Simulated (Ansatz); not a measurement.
System: bromo(difluoro)borane, sum formula BBrF$_{2}$, net charge 0, singlet state. 
Structure (B3LYP-D3(BJ)/def2-TZVP (Ansatz, a first-principles code) minimum search):
```
B
F 1 1.3132
F 1 1.3132 2 119.20
Br 1 1.9136 2 120.40 3 -180.00
```

Quantity: atomisation energy (electronic, to ground-state atoms), in kcal/mol. Correlated levels leave the core frozen unless marked. Open shells are spin-unrestricted. No spin-orbit coupling. The frozen core is the preceding noble-gas configuration, with the filled d and f shells of earlier blocks. Non-relativistic. The coupled-cluster limit lacks core correlation, which all-electron functionals hold. CBS(X,Y): correlation extrapolated as X^-3; Hartree-Fock from the larger set.

```tsv
level	program	atomisation energy (kcal/mol)
PBE-D4/def2-TZVPD	Ansatz + dftd4	417.4
BLYP-D3(BJ)/def2-TZVPD	Ansatz + dftd3	402.6
```

Question: Estimate the value at CCSD(T)/CBS(cc-pVTZ,cc-pVQZ) as computed with Ansatz.

Answer: 403.0 kcal/mol
